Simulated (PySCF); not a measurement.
C3H3Cl2F. Atoms are numbered in the order given.

```xyz
9

F     -1.9448    -0.5258    -1.0232
C     -1.3817     0.0020     0.0876
C     -0.7737     1.3760    -0.0046
C      0.1105     0.1628     0.1314
Cl     1.0416    -0.3635    -1.2692
Cl     0.9173    -0.1128     1.6843
H     -1.8848    -0.3121     1.0082
H     -0.8586     2.0515     0.8503
H     -0.7855     1.8452    -0.9920
```

Geometry optimised at B3LYP-D3(BJ)/def2-SVP. The structure was generated by enumeration; whether it is a known compound was not checked.

Method: TDDFT-B3LYP/def2-SVPD (PySCF 2.14.0).

Vertical excitations. Isolated molecule, no solvent.

```csv
state,energy (eV),λ (nm),f,main pairs
S1,6.18,201,0.001,HOMO→LUMO 98 %
S2,6.22,199,0.002,HOMO→LUMO+1 97 %
S3,6.90,180,0.001,"HOMO−2→LUMO 47 %, HOMO−1→LUMO+1 44 %"
S4,7.06,175,0.021,"HOMO−1→LUMO 46 %, HOMO−2→LUMO+1 27 %, HOMO−2→LUMO 16 %, HOMO−1→LUMO+1 8 %"
S5,7.16,173,0.011,"HOMO−1→LUMO 43 %, HOMO−2→LUMO+1 33 %, HOMO−1→LUMO+1 17 %"
S6,7.26,171,0.055,"HOMO−2→LUMO+1 29 %, HOMO−2→LUMO 29 %, HOMO−1→LUMO+1 27 %, HOMO−3→LUMO 8 %"
S7,7.34,169,0.011,HOMO−3→LUMO 83 %
S8,7.56,164,0.003,HOMO−3→LUMO+1 92 %
S9,7.65,162,0.060,HOMO→LUMO+2 95 %
S10,8.17,152,0.003,HOMO→LUMO+3 95 %
T1,5.63,220,0,HOMO→LUMO 93 %
T2,5.73,216,0,HOMO→LUMO+1 89 %
T3,6.24,199,0,"HOMO−2→LUMO 71 %, HOMO−1→LUMO+1 13 %"
T4,6.46,192,0,"HOMO−1→LUMO 38 %, HOMO−2→LUMO+1 26 %, HOMO−1→LUMO+1 13 %, HOMO−2→LUMO 12 %"
```
Triplets are in the Tamm–Dancoff approximation, which puts them higher than full response would, so one can lie above its singlet here.
